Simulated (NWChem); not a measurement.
System: C$_{3}$H$_{4}$F$_{2}$O; SMILES C1C(F)(F)CO1

The following NWChem deck was run.

```
start job
memory heap 200 mb stack 900 mb global 1100 mb
geometry units angstroms noautosym nocenter noautoz
  F      0.000000     1.095574    -1.226866
  C      0.000000     0.000000    -0.422983
  F      0.000000    -1.095574    -1.226866
  C      1.048703     0.000000     0.694574
  O      0.000000     0.000000     1.692108
  C     -1.048703     0.000000     0.694574
  H      1.670577    -0.900934     0.736570
  H      1.670577     0.900934     0.736570
  H     -1.670577     0.900934     0.736570
  H     -1.670577    -0.900934     0.736570
end
basis spherical
  * library 6-31g*
end
dft
  xc b3lyp
  iterations 150
end
cosmo
  do_cosmo_smd true
  solvent water
end
task dft energy
```

Excerpt of the output:

```
             Northwest Computational Chemistry Package (NWChem) 7.3.0
             --------------------------------------------------------

                             Geometry "geometry" -> ""
                             -------------------------

 Output coordinates in angstroms (scale by  1.889725989 to convert to a.u.)

  No.       Tag          Charge          X              Y              Z
 ---- ---------------- ---------- -------------- -------------- --------------
    1 F                    9.0000     0.00000000     1.09557400    -1.22686600
    2 C                    6.0000     0.00000000     0.00000000    -0.42298300
    3 F                    9.0000     0.00000000    -1.09557400    -1.22686600
    4 C                    6.0000     1.04870300     0.00000000     0.69457400
    5 O                    8.0000     0.00000000     0.00000000     1.69210800
    6 C                    6.0000    -1.04870300     0.00000000     0.69457400
    7 H                    1.0000     1.67057700    -0.90093400     0.73657000
    8 H                    1.0000     1.67057700     0.90093400     0.73657000
    9 H                    1.0000    -1.67057700     0.90093400     0.73657000
   10 H                    1.0000    -1.67057700    -0.90093400     0.73657000

 Effective nuclear repulsion energy (a.u.)     257.9067007064

                                 NWChem DFT Module
                                 -----------------

 Summary of "ao basis" -> "ao basis" (spherical)
 ------------------------------------------------------------------------------
       Tag                 Description            Shells   Functions and Types
 ---------------- ------------------------------  ------  ---------------------
 F                           6-31g*                  6       14   3s2p1d
 C                           6-31g*                  6       14   3s2p1d
 O                           6-31g*                  6       14   3s2p1d
 H                           6-31g*                  2        2   2s

 in cosmo_initialize ...
 calling solv_data for solv:h2o

 solvent parameters
 solvname_short: h2o
 solvname_long:  water
 dielec:       78.4000
 dielecinf:     1.7769
 aqueous SMD model solvent descriptors
 dielec:       78.4000
 sola:          0.8200

          ---------------
          -cosmo- solvent
          ---------------
 Cosmo: York-Karplus, doi: 10.1021/jp992097l
 dielectric constant -eps-     =  78.40
 screen = (eps-1)/(eps    )    =   0.98724
 surface charge correction     = lagrangian

   van der Waals surface
 --------------------------

 ---------- ATOMIC COORDINATES (A.U.) ------------ VDWR(ANG.) --
     1    0.00000000    2.07033466   -2.31844056     1.730
     2    0.00000000    0.00000000   -0.79932197     1.850
     3    0.00000000   -2.07033466   -2.31844056     1.730
     4    1.98176131    0.00000000    1.31255454     1.850
     5    0.00000000    0.00000000    3.19762046     1.520
     6   -1.98176131    0.00000000    1.31255454     1.850
     7    3.15693277   -1.70251839    1.39191547     1.200
     8    3.15693277    1.70251839    1.39191547     1.200
     9   -3.15693277    1.70251839    1.39191547     1.200
    10   -3.15693277   -1.70251839    1.39191547     1.200
 number of segments per atom =        128
 number of   points per atom =        128
 atom (   nspa,  nppa )
 ----------------------
    1 (     80,     0 )       0
    2 (     16,     0 )       0
    3 (     80,     0 )       0
    4 (     52,     0 )       0
    5 (     56,     0 )       0
    6 (     52,     0 )       0
    7 (     54,     0 )       0
    8 (     54,     0 )       0
    9 (     54,     0 )       0
   10 (     54,     0 )       0
 number of -cosmo- surface points =      552
 molecular surface =    108.479 angstrom**2
 molecular volume  =     85.102 angstrom**3
 -lineq- algorithm             =   0
 -bem- low  level              =   3
 -bem- from -octahedral-
 gaussian surface charge width =   4.50000
 degree of switching           =   1.00000
 switching function tolerance  =   0.00010
 atomic radii =
 --------------
    1  9.000  1.730
    2  6.000  1.850
    3  9.000  1.730
    4  6.000  1.850
    5  8.000  1.520
    6  6.000  1.850
    7  1.000  1.200
    8  1.000  1.200
    9  1.000  1.200
   10  1.000  1.200
 ...... end of -cosmo- initialization ......

[...]

                                COSMO-SMD solvation results
                                ---------------------------

             internal energy in gas <Psi(g)|H|Psi(g)> =      -391.574821647883
         internal energy in solvent <Psi(s)|H|Psi(s)> =      -391.573448757786
                               delta internal energy  =         0.001372890096 (    0.86 kcal/mol)
   total free energy in solvent <Psi(s)|H+V/2|Psi(s)> =      -391.584340577218
 polarization energy contribution <Psi(s)|V/2|Psi(s)> =        -0.010891819432 (   -6.83 kcal/mol)
    total free energy in solvent including G(SMD-CDS) =      -391.578601297797
                       G(SMD-CDS) energy contribution =         0.005739279422 (    3.60 kcal/mol)
     1 M fixed-concentration free energy of solvation =        -0.003779649914 (   -2.37 kcal/mol)

                       DFT Final Molecular Orbital Analysis
                       ------------------------------------

 Vector   22  Occ=2.000000D+00  E=-3.410036D-01
              MO Center=  5.2D-08, -5.0D-09,  9.2D-01, r^2= 2.3D+00
   Bfn.  Coefficient  Atom+Function         Bfn.  Coefficient  Atom+Function
  ----- ------------  ---------------      ----- ------------  ---------------
    61      0.476634   5 O  pz               65      0.343119   5 O  pz
    47     -0.226081   4 C  pz               75     -0.226080   6 C  pz
    19      0.216697   2 C  pz                5     -0.203831   1 F  pz
    33     -0.203831   3 F  pz               20      0.183640   2 C  s
    62      0.173507   5 O  s                 9     -0.147285   1 F  pz

 Vector   23  Occ=2.000000D+00  E=-3.175433D-01
              MO Center= -6.5D-08, -9.9D-09, -1.2D-01, r^2= 2.5D+00
   Bfn.  Coefficient  Atom+Function         Bfn.  Coefficient  Atom+Function
  ----- ------------  ---------------      ----- ------------  ---------------
    17      0.354962   2 C  px                3     -0.282807   1 F  px
    31     -0.282807   3 F  px               45     -0.244627   4 C  px
    73     -0.244627   6 C  px               48      0.220242   4 C  s
    76     -0.220242   6 C  s                 7     -0.201773   1 F  px
    35     -0.201773   3 F  px               47     -0.193331   4 C  pz

 Vector   24  Occ=2.000000D+00  E=-2.703084D-01
              MO Center= -5.0D-09, -2.6D-09,  1.4D+00, r^2= 1.8D+00
   Bfn.  Coefficient  Atom+Function         Bfn.  Coefficient  Atom+Function
  ----- ------------  ---------------      ----- ------------  ---------------
    60      0.578976   5 O  py               64      0.436149   5 O  py
    86      0.165744   7 H  s                88     -0.165744   8 H  s
    90     -0.165744   9 H  s                92      0.165744  10 H  s
    46     -0.154317   4 C  py               74     -0.154317   6 C  py
    85      0.126090   7 H  s                87     -0.126090   8 H  s

 Vector   25  Occ=0.000000D+00  E= 6.482033D-02
              MO Center=  1.6D-08, -8.5D-10,  6.5D-01, r^2= 2.9D+00
   Bfn.  Coefficient  Atom+Function         Bfn.  Coefficient  Atom+Function
  ----- ------------  ---------------      ----- ------------  ---------------
    62      0.899819   5 O  s                51     -0.696057   4 C  pz
    79     -0.696057   6 C  pz               20     -0.614548   2 C  s
    23     -0.516059   2 C  pz               65     -0.394648   5 O  pz
    47     -0.262530   4 C  pz               75     -0.262530   6 C  pz
    19     -0.254636   2 C  pz               61     -0.249739   5 O  pz

 Vector   26  Occ=0.000000D+00  E= 9.790865D-02
              MO Center=  2.0D-08,  1.1D-08,  2.1D-01, r^2= 3.7D+00
   Bfn.  Coefficient  Atom+Function         Bfn.  Coefficient  Atom+Function
  ----- ------------  ---------------      ----- ------------  ---------------
    86      0.673957   7 H  s                88     -0.673957   8 H  s
    90     -0.673957   9 H  s                92      0.673957  10 H  s
    50      0.501401   4 C  py               78      0.501401   6 C  py
    22      0.443090   2 C  py               18      0.428761   2 C  py
     6     -0.268645   1 F  s                34      0.268645   3 F  s

 Vector   27  Occ=0.000000D+00  E= 1.235796D-01
              MO Center=  1.1D-08, -1.6D-08,  7.3D-01, r^2= 5.8D+00
   Bfn.  Coefficient  Atom+Function         Bfn.  Coefficient  Atom+Function
  ----- ------------  ---------------      ----- ------------  ---------------
    48      1.053240   4 C  s                76      1.053240   6 C  s
    86     -0.989153   7 H  s                88     -0.989153   8 H  s
    90     -0.989153   9 H  s                92     -0.989153  10 H  s
    49      0.704212   4 C  px               77     -0.704212   6 C  px
    20      0.410855   2 C  s                23      0.317372   2 C  pz

     Multipole analysis of the density
     ---------------------------------

     L   x y z        total         alpha         beta         nuclear
     -   - - -        -----         -----         ----         -------
     0   0 0 0     -0.000000    -24.000000    -24.000000     48.000000

     1   1 0 0      0.000000      0.000000      0.000000      0.000000
     1   0 1 0     -0.000000     -0.000000     -0.000000      0.000000
     1   0 0 1     -0.027736     -0.199577     -0.199577      0.371418

     2   2 0 0    -20.444991    -53.719212    -53.719212     86.993433
     2   1 1 0     -0.000000     -0.000000     -0.000000      0.000000
     2   1 0 1      0.000000      0.000000      0.000000      0.000000
     2   0 2 0    -24.824056    -56.785736    -56.785736     88.747416
     2   0 1 1      0.000000      0.000000      0.000000      0.000000
     2   0 0 2    -29.961072   -120.384543   -120.384543    210.808014
```

Level: B3LYP/6-31G* (spherical d), SMD on the gas-phase geometry. All runs use the structure optimised with B3LYP/6-31G* (spherical d). Solvent: water.
